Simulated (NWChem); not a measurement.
System: AgF; SMILES [F][Ag]

Computed with NWChem. All runs use the structure optimised with PBE0-D3(BJ)/def2-TZVP. def2 effective core potentials on Ag; no spin-orbit coupling. Static field.

For level Hartree-Fock/def2-SVPD:

```
Quantity                          Value
--------------------------------  -----
isotropic polarisability (bohr³)   15.8
```

Question: Estimate the same quantities for level Hartree-Fock/def2-TZVP.

Answer: The isotropic polarisability (bohr³) comes out as 14.4.
